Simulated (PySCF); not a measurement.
## Electron correlation in Ba⁴⁶⁺ (barium, charge +46)

Starting occupation: [Ne]. All numbers are calculated (PySCF 2.14, X2C-1e with screened-nucleus spin-orbit coupling, Gaussian nucleus, in an uncontracted even-tempered set (17 s from 6 bohr⁻², ratio 2.6; 13 p from 7.8 bohr⁻², ratio 2.6; 6 d from 8 bohr⁻², ratio 2.8; 3 f from 180 bohr⁻², ratio 2.8)). Frozen: 1s2; 8 electrons correlated; the 48 highest virtual spinors left out.

MP2 pair energies summed by pair of shells (mhartree):

```
       pair   energy  share (%)
2p1/2-2p3/2  -102.58       33.3
2p3/2-2p3/2   -96.84       31.5
2p3/2-2s1/2   -47.60       15.5
2p1/2-2s1/2   -24.69        8.0
2p1/2-2p1/2   -23.66        7.7
2s1/2-2s1/2   -12.51        4.1
```

Total MP2 correlation energy: -307.89 mhartree.

The virtual space was cut to 44 spinors, which keep -237.46 of the -307.89 mhartree of MP2 correlation.

| level | correlation energy (mhartree) |
| --- | --- |
| CCSD | -238.42 |
| (T) | -0.02 |
| CCSD(T) | -238.44 |

Diagnostics: T1 = 3.5e-05, largest double amplitude 0.002.

Cost of the coupled-cluster step: roughly 10 core-seconds, for 8 occupied and 44 virtual spinors.

Iterations:

```
Init t2, MP2 energy = -0.237459558968665
CCSD nocc = 8, nmo = 52
Init t2, MP2 energy = -0.237459558968665
Init E_corr(GCCSD) = -0.237459558968665
cycle = 1  E_corr(GCCSD) = -0.238396890654824  dE = -0.000937331686  norm(t1,t2) = 0.000206478
cycle = 2  E_corr(GCCSD) = -0.238416982491039  dE = -2.00918362e-05  norm(t1,t2) = 5.98058e-06
cycle = 3  E_corr(GCCSD) = -0.238417461907711  dE = -4.79416672e-07  norm(t1,t2) = 2.18584e-07
cycle = 4  E_corr(GCCSD) = -0.238417461049087  dE = 8.58624116e-10  norm(t1,t2) = 1.1998e-09
GCCSD converged
E(GCCSD) = -6019.568930205791  E_corr = -0.238417461049087
```

The coupled-cluster values are those of the cut space; adding the MP2 remainder, -70.43 mhartree, estimates the full space.

At this charge the one-electron X2C treatment keeps the bare 1/r₁₂, with no two-electron picture change or Breit term. The effect here is smaller than on the frozen 1s shell.
